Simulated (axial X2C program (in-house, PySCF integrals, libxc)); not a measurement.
## Potential curves of SrBr, 2c

Computed with an axial X2C code built on PySCF integrals. Two-component (2c) means X2C with spin–orbit coupling and atomic mean-field two-electron Coulomb and Gaunt terms. Basis: Sr dyall-cv3z [13s12p8d5f1g], Br dyall-cv3z [8s9p6d4f1g] (cores contracted in-house); Gaussian nuclei, density fitting, unrestricted open shells. Masses: Sr 87.906 u, Br 78.918 u.

State: Ω = 1/2 (⟨Sz⟩ = 0.50, ⟨Lz⟩ = 0.00 at PBE0). Energies in eV from the fragments at the same level (Sr + Br). Fits are polynomials in 1 − R0/R over 0.85 to 1.23 times the lowest point R0.

```csv
R (Å),PBE0,CCSD
2.3821,-3.1093,
2.4916,-3.5055,-2.9789
2.5737,-3.6717,-3.2163
2.6559,-3.7549,-3.3592
2.7380,-3.7753,-3.4292
2.8338,-3.7407,-3.4418
2.9297,-3.6610,-3.3995
3.0529,-3.5147,-3.2899
3.2035,-3.2965,
3.4225,-2.9479,
```

Correlated methods: 9 electrons correlated (number of frozen shells: Sr 4 s, 3 p, 1 d; Br 3 s, 2 p, 1 d), 277 virtual spin orbitals or spinors in MP2, 82 natural virtuals in coupled cluster.

One determinant describes the state; a PBE0 search over occupations chose it and may have missed a lower one. De is counted from the lowest determinant-based energies of the atoms at the same level, without counterpoise correction. Density functionals use the spin component along the axis (collinear). CCSD ran in a truncated set of natural virtual spinors with an MP2 remainder; without triples it tends to underbind. Without a current term, density functionals place determinants with orbital angular momentum somewhat too high. The outer-core s and p shells of the metal are frozen in the correlated rows, which leaves out core–valence correlation; for alkali and alkaline-earth bonds that tends to lengthen them. With the outer-core shells frozen, correlated bond lengths of heavy atoms tend to come out a few hundredths of an ångström too long. Coupled cluster ran on the points near the minimum only. MP2 and coupled cluster on one determinant become unreliable at the stretched end.

Problem. Fit the PBE0 curve near its minimum: give the equilibrium distance, the harmonic wavenumber and the well depth.

Solution. At PBE0, 2c: Re = 2.729 Å, ωe ≈ 216 cm⁻¹, De = 3.78 eV to Sr + Br; Be follows as 0.0544 cm⁻¹.

Problem. Fit the CCSD curve near its minimum: give the equilibrium distance, the harmonic wavenumber and the well depth.

Solution. At CCSD, 2c: Re = 2.804 Å, ωe ≈ 207 cm⁻¹, De = 3.44 eV to Sr + Br; Be follows as 0.0516 cm⁻¹.
